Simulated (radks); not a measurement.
Effect of the nuclear size on the promethium ion Pm2+, [Xe] 4f5. All-electron calculation, Dirac Kohn-Sham, exchange-only LDA, spin-unpolarised, spherical densities, finite nucleus; open shells fill j = l - 1/2 first; Fermi nuclear charge, rms radius 4.962 fm. Program: a radial shooting solver on a logarithmic mesh with Libxc functionals. The rms radius is varied about that value; shifts are against it.

rms radius (fm)	total energy shift (eV)	density at nucleus (e/bohr^3)	1s1/2 shift (meV)	2s1/2 shift (meV)	4p1/2 shift (meV)	5s1/2 shift (meV)	5p1/2 shift (meV)	4f5/2 shift (meV)	6s1/2 (empty) shift (meV)
4.0738	-4.78	5.135e+05	-1980	-248	0.343	-2.00	0.075	0.234	-0.308
4.4856	-2.65	5.022e+05	-1100	-138	0.191	-1.11	0.042	0.130	-0.171
4.962	0	4.907e+05	0.000	0.000	0.000	0.000	0.000	0.000	0.000
5.4185	2.73	4.808e+05	1130	142	-0.196	1.14	-0.043	-0.134	0.176
6.1082	7.21	4.677e+05	2990	375	-0.517	3.01	-0.113	-0.353	0.465

Slopes of the eigenvalues against <r^2> in GHz/fm^2, as finite differences over the two radii next to the reference (eigenvalue slopes, not the field-shift constants of lines): 1s1/2 58400, 2s1/2 7330, 4p1/2 -10.1, 5s1/2 58.9, 5p1/2 -2.22, 4f5/2 -6.90, 6s1/2 (empty) 9.10.
